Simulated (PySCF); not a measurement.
Core binding energy against partial charge

Compound: C5H6O2.
Numbering: `[OH:1][CH2:2][c:3]1[cH:4][cH:5][o:6][cH:7]1`

Structure used (PBE0-D3(BJ)/def2-SVP), in Å, numbered top down from 1:
```xyz
13
C5H6O2 angstrom
O     -2.3111    0.2019    0.5553
C     -1.6017    0.4545   -0.6316
C     -0.1260    0.2418   -0.5022
C      0.8330    1.1522    0.0603
C      2.0330    0.5092    0.0251
O      1.8902   -0.7185   -0.5120
C      0.5897   -0.8761   -0.8240
H     -1.8752    0.6830    1.2662
H     -1.7852    1.4823   -1.0034
H     -2.0100   -0.2312   -1.3891
H      0.6500    2.1607    0.4276
H      3.0394    0.7888    0.3255
H      0.3095   -1.8276   -1.2693
```

Binding energies: delta-SCF UKS SCAN, pcX-2 on the ionised atom, pcseg-1 elsewhere, spin-free X2C (PySCF 2.14.0). Charges: PBE0/pcSseg-1 ground-state density, for the ionised atom.

```tsv
atom	environment	C 1s (eV)	Mulliken (e)	IAO (e)	Hirshfeld (e)	ESP (e)
C3	substituted aromatic carbon	290.58	-0.358	-0.085	-0.044	-0.090
C4	aromatic CH carbon	290.59	-0.171	-0.234	-0.095	-0.354
C7	aromatic CH next to a ring oxygen	291.60	+0.209	+0.005	+0.007	-0.056
C5	aromatic CH next to a ring oxygen	291.75	+0.171	+0.007	+0.005	+0.016
C2	carbinol carbon (C–OH)	292.42	+0.203	-0.050	+0.001	+0.255
```

Q: Give the correlation coefficient and slope of binding energy on charge for each scheme.

A: Mulliken: r = 0.89, slope 2.7 eV per e; ESP: r = 0.88, slope 3.2 eV per e; Hirshfeld: r = 0.82, slope 14.6 eV per e; IAO: r = 0.66, slope 5.3 eV per e. On 5 points no scheme stands out.

Q: The point-charge model writes a binding energy as kq + V + constant, with V the potential of the other atoms' charges at the site. What does it give with the IAO charges?

A: V = Σ 14.40 eV Å × q/r over all other atoms: -0.71 eV at C3, +2.04 eV at C4, -0.90 eV at C7, -1.13 eV at C5, -0.21 eV at C2. Fitting binding energy − V to q gives k = 17.7 eV per e and leaves an rms residual of 0.37 eV, against 0.54 eV for the fit on q alone. The model has no term for differences in relaxation between sites.

The structure is a single PBE0-D3(BJ)/def2-SVP conformer in the gas phase; no vibrational or solvent corrections.
